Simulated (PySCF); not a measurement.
Partial charges of `C=CC1=C(C)P1CCC#N`

Compound: C8H10NP.
Numbering: `[CH2:1]=[CH:2][C:3]1=[C:4]([CH3:5])[P:6]1[CH2:7][CH2:8][C:9]#[N:10]` (hydrogens: H11, H12 on C1; H13 on C2; H14, H15, H16 on C5; H17, H18 on C7; H19, H20 on C8)

Structure used (GFN2-xTB), in Å, numbered top down from 1:
```
atom  x, y, z in Å
C1     1.8241    2.1471   -1.1483
C2     1.7227    1.3095   -0.1216
C3     1.1211    0.0249   -0.2361
C4     0.7753   -1.1032    0.3607
C5     0.7619   -1.8644    1.6203
P6     0.4189   -1.1739   -1.4406
C7    -1.4098   -0.6719   -1.5369
C8    -2.0511   -0.1297   -0.2584
C9    -1.5792    1.1890    0.0747
N10   -1.2346    2.2490    0.3303
H11    1.4429    1.8774   -2.1201
H12    2.2761    3.1179   -1.0507
H13    2.0918    1.5737    0.8621
H14    1.6823   -1.6806    2.1749
H15   -0.0748   -1.5478    2.2462
H16    0.6645   -2.9317    1.4287
H17   -1.5017    0.0595   -2.3455
H18   -1.9514   -1.5692   -1.8531
H19   -3.1368   -0.0664   -0.3922
H20   -1.8475   -0.7985    0.5831
```

Density: PBE0/pcSseg-1 (PySCF); schemes: Mulliken, IAO, Hirshfeld and ESP-fitted. The structure is a single GFN2-xTB conformer in the gas phase; no vibrational or solvent corrections. GFN2-xTB frequencies show an imaginary mode (63i cm⁻¹), so this geometry is no minimum at that level.

**Question.** Give the atomic charges in each scheme.

**Answer.** In e; atoms taken as equivalent share a row and are averaged (×n: the atom named and its like, n in all):

| atom | environment | Mulliken | IAO | Hirshfeld | ESP-fitted |
| --- | --- | --- | --- | --- | --- |
| C1 | terminal =CH2 carbon | -0.098 | -0.269 | -0.071 | -0.370 |
| C2 | alkene CH carbon | -0.158 | -0.146 | -0.045 | -0.161 |
| C3 | fully substituted alkene carbon | -0.211 | -0.146 | -0.041 | +0.022 |
| C4 | fully substituted alkene carbon | -0.382 | -0.150 | -0.029 | +0.241 |
| C5 | allylic carbon | -0.161 | -0.432 | -0.108 | -0.525 |
| P6 | phosphine phosphorus | +0.432 | +0.386 | +0.089 | -0.368 |
| C7 | sp3 carbon bound to phosphorus | -0.448 | -0.452 | -0.122 | +0.459 |
| C8 | sp3 carbon next to a nitrile | -0.200 | -0.291 | -0.047 | -0.527 |
| C9 | nitrile carbon | +0.057 | +0.141 | +0.083 | +0.447 |
| N10 | nitrile nitrogen | -0.254 | -0.258 | -0.229 | -0.490 |
| H11 | vinylic hydrogen | +0.119 | +0.154 | +0.046 | +0.217 |
| H12 | vinylic hydrogen | +0.122 | +0.161 | +0.056 | +0.179 |
| H13 | vinylic hydrogen | +0.104 | +0.159 | +0.054 | +0.163 |
| H14/H15/H16 | methyl hydrogen | +0.138 | +0.163 | +0.054 | +0.156 |
| H17/H18 | methylene hydrogen | +0.156 | +0.151 | +0.040 | -0.040 |
| H19/H20 | methylene hydrogen | +0.174 | +0.175 | +0.061 | +0.162 |

Mean size of the charges over all atoms: ESP-fitted 0.252 e, IAO 0.214 e, Mulliken 0.191 e, Hirshfeld 0.069 e. Each set sums to the total charge, 0, to within 0.001 e. The IAO scheme projects the occupied orbitals on a minimal set of polarised atomic orbitals and counts the electrons in each atom's part of it. The ESP scheme fits charges at the nuclei, held to the total charge, to the electrostatic potential on points at 1.4 to 2.0 times the van der Waals radii.

Some averages cover members that differ in this geometry: H19/H20, ESP-fitted +0.140 to +0.183; H14/H15/H16, ESP-fitted +0.144 to +0.171 e.

Lowest charge. The schemes don't all agree: Mulliken C7 (-0.448); IAO C7 (-0.452); Hirshfeld N10 (-0.229); ESP-fitted C8 (-0.527).

Highest charge. The schemes don't all agree: Mulliken P6 (+0.432); IAO P6 (+0.386); Hirshfeld P6 (+0.089); ESP-fitted C7 (+0.459).

**Question.** How many electrons does the Mulliken scheme count on C3?

**Answer.** Z − q = 6 − (-0.211) = 6.211.

**Question.** Sum the charges by element, for elements with more than one atom.

**Answer.** 
```csv
element,atoms,Mulliken,IAO,Hirshfeld,ESP-fitted
C,8,-1.600,-1.745,-0.381,-0.412
H,10,+1.422,+1.616,+0.521,+1.271
```

**Question.** How closely do the schemes follow one another over all atoms?

**Answer.** Correlation coefficient and root-mean-square difference: Mulliken with IAO 0.91, 0.096 e; IAO with Hirshfeld 0.89, 0.167 e; Mulliken with Hirshfeld 0.82, 0.159 e; Hirshfeld with ESP-fitted 0.49, 0.270 e; IAO with ESP-fitted 0.36, 0.307 e; Mulliken with ESP-fitted 0.09, 0.355 e.

These values come from a run that also computed NMR shieldings. Rough CPU time on one thread of a shared machine: about 2.2 min.
